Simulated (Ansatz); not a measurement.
| atom | x (Å) | y (Å) | z (Å) |
| --- | --- | --- | --- |
| H | -0.0107 | 0.0462 | -1.5373 |
| C | 0.0240 | -0.0382 | -0.4981 |
| C | 0.0095 | 0.0308 | 0.7737 |

Basis set: 6-31G* (spherical functions). Correlated methods keep 2 orbitals frozen. Charge 0, multiplicity 2.

Computed with Ansatz (development build ahead of 0.2.0); each method stands on the lowest determinant of its kind that the runs found.

The atomization energy at this shape (free ground-state atoms in the same class of orbitals less the molecule, no zero-point energy) of doublet C₂H:

```tsv
method	atomization energy
UHF	7.78 eV
```

**Question.** What does UHF-MP2 give?

**Answer.** 9.85 eV. Caution: the shape is not the minimum; the unrestricted determinant is spin contaminated.
